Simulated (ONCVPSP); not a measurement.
# Debugging a pseudopotential input (lanthanum (La), ONCVPSP 4.0.1)

Command:

```bash
oncvpsp.x < La.dat > La.out
```

Input:

```
# ATOM AND REFERENCE CONFIGURATION
# atsym  z   nc   nv     iexc    psfile
  La 57.00    9    4  -001012      upf
#
#   n    l    f
    1    0    2.00
    2    0    2.00
    2    1    6.00
    3    0    2.00
    3    1    6.00
    3    2   10.00
    4    0    2.00
    4    1    6.00
    4    2   10.00
    5    0    2.00
    5    1    6.00
    5    2    1.00
    6    0    2.00
#
# PSEUDOPOTENTIAL AND OPTIMIZATION
# lmax
    3
#
#   l,   rc,      ep,       ncon, nbas, qcut
    0    2.70    0.00    5    8    3.90
    1    3.00    0.00    4    9    5.50
    2    3.60    0.00    5   10    4.30
    3    2.75    0.13    4    8    4.50
#
# LOCAL POTENTIAL
# lloc, lpopt,  rc(5),   dvloc0
    4    3    1.70    2.00
#
# VANDERBILT-KLEINMAN-BYLANDER PROJECTORs
# l, nproj, debl
    0    2    3.10
    1    2    1.60
    2    2    3.20
    3    2    1.40
#
# MODEL CORE CHARGE
# icmod, fcfact, rcfact
    1    0.60    0.00
#
# LOG DERIVATIVE ANALYSIS
# epsh1, epsh2, depsh
    5.00   -3.00    0.02
#
# OUTPUT GRID
# rlmax, drl
    6.00    0.01
#
# TEST CONFIGURATIONS
# ncnf
    4
# nvcnf
#   n    l    f
    4
    5    0    2.00
    5    1    6.00
    5    2    1.00
    6    0    1.00
#
    4
    5    0    2.00
    5    1    6.00
    5    2    1.00
    6    0    0.00
#
    4
    5    0    2.00
    5    1    6.00
    5    2    0.00
    6    0    0.00
#
    4
    5    0    1.00
    5    1    6.00
    5    2    1.00
    6    0    2.00
#
```

This is an input that runs to its end, with one change: epsh1 and epsh2 swapped.

**Question.** How does the run end?

**Answer.** The program refuses the input: "test_data: must have epsh2 > epsh1".

```
ONCVPSP  (Optimized Norm-Conservinng Vanderbilt PSeudopotential)
scalar-relativistic version 4.0.1

test_data: must have epsh2 > epsh1
ERROR: test_data found   1 ERROR; stopping
```
